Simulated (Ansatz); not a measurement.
Harmonic frequencies (cm⁻¹) at PBE0-D4/def2-TZVP from Ansatz: 83, 86, 155, 249, 406, 461, 630, 747, 1182, 1191, 1232, 1485, 1495, 1500, 2008, 3017, 3085, 3094.

Each molecule was computed in one conformer, which needn't be the lowest.

**Question.** Which molecule is it?
A. `C[Se][AlH2]`
B. `[CH3][Al]([OH])[Br]`
C. `C[O][AlH][Br]`
D. `[NH2][AlH][NH2]`

**Answer.** C.
